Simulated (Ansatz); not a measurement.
Start from `[SH][Al]([SH])[SH]` and change one element to get `SB(S)S`.

Ansatz, PBE0-D4/def2-TZVP geometries, multiplicity 1. Each molecule was computed in one conformer, which needn't be the lowest.

| property | `[SH][Al]([SH])[SH]` |
| --- | --- |
| size of the dipole moment (ωB97M-V/def2-TZVPP) / D | 1.47 |
| ideal-gas entropy at 298 K and 1 bar (rigid rotor, harmonic PBE0-D4/def2-TZVP) / J/(mol·K) | 374 |
| HOMO–LUMO gap (PBE/def2-TZVPP) / eV | 5.05 |
| HOMO–LUMO gap (ωB97M-V/def2-TZVPP) / eV | 10.94 |
| zero-point energy (PBE0-D4/def2-TZVP) / kJ/mol | 74.8 |
| HOMO energy (PBE0/def2-TZVPP) / eV | -7.74 |

(1) Give the same properties after the change, and the shifts. (Best estimate.)

## Answers

(1) Ansatz gave: 
| property | `SB(S)S` | shift |
| --- | --- | --- |
| size of the dipole moment (ωB97M-V/def2-TZVPP) / D | 1.57 | 0.10 |
| ideal-gas entropy at 298 K and 1 bar (rigid rotor, harmonic PBE0-D4/def2-TZVP) / J/(mol·K) | 332 | -42 |
| HOMO–LUMO gap (PBE/def2-TZVPP) / eV | 4.77 | -0.28 |
| HOMO–LUMO gap (ωB97M-V/def2-TZVPP) / eV | 10.89 | -0.05 |
| zero-point energy (PBE0-D4/def2-TZVP) / kJ/mol | 88.1 | 13.3 |
| HOMO energy (PBE0/def2-TZVPP) / eV | -7.55 | 0.19 |

With PBE0 the HOMO rises by 0.19 eV and the LUMO falls by 0.08 eV, so the gap narrows by about 0.27 eV. PBE moves the HOMO by 0.16 eV and ωB97M-V by 0.22 eV. Dipoles are sizes alone; their direction can turn. Modes under 60 cm⁻¹, often nearly free rotors, make the harmonic entropy too high.
